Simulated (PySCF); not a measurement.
## Computed properties of (Z)-1-fluorobut-1-ene (C4H7F), SMILES CC/C=C\F

(Z)-1-fluorobut-1-ene (C4H7F), SMILES F/C=C\CC. Geometry optimised at B3LYP-D3(BJ)/def2-SVP. One conformer was computed; it need not be the lowest. All values are computed for the isolated molecule unless a solvent is named; none is compared with measurement here.

**Structure.** All 30 harmonic modes at B3LYP-D3(BJ)/def2-SVP (PySCF) are real, so it is a minimum. With heavy atoms numbered as in [CH3:1][CH2:2]/[CH:3]=[CH:4]\[F:5], the shortest bond between them is C3–C4 at 1.331 Å and the longest C1–C2 at 1.534 Å.

**Vibrations.** The strongest infrared lines (harmonic, unscaled, degenerate partners summed) lie at 1756 cm⁻¹ (56 km/mol, C 93 %), 1044 cm⁻¹ (53 km/mol, H 51 %, C 32 %, F 17 %), 3110 cm⁻¹ (33 km/mol, H 91 %, C 9 %). The softest mode is at 59 cm⁻¹ and the zero-point energy is 63.4 kcal/mol.

**Electronic structure.** HF/def2-TZVP (PySCF) places the frontier levels at -9.89 and 3.75 eV, a gap of 13.64 eV, and gives a dipole moment of 1.55 D and a mean polarisability of 48.5 bohr³. PBE/def2-TZVP (PySCF) at the same geometry gives -5.99 and -0.55 eV, so its gap is 8.20 eV narrower. An orbital gap is neither the optical nor the fundamental gap.

**Excitations.** TDA-ωB97X/def2-SVPD (PySCF) has S1 at 7.36 eV (169 nm, f = 0.039, weak); the most intense of the 10 singlets computed lies at 7.98 eV (f = 0.58). T1 (TDA) is at 4.49 eV, 2.87 eV under S1. TDA-PBE/def2-SVPD (PySCF) puts S1 at 6.18 eV. No vertical singlet excitation falls in the visible range (under 3.1 eV).

**NMR.** GIAO shifts at HF/pcSseg-1 (PySCF) (non-relativistic, atoms alike by connectivity averaged): ¹³C from 18.9 to 155.5 ppm against TMS; ¹H from 1.4 to 6.9 ppm against TMS; ¹⁹F at -115.1 ppm against CFCl3.

**Solvation.** SMD-M06-2X/def2-SVP (PySCF) gives 1.0 kcal/mol in water, -2.2 kcal/mol in 1-octanol, -3.1 kcal/mol in acetone (1 M in both phases, gas-phase geometry); of these solvents acetone holds the molecule best.
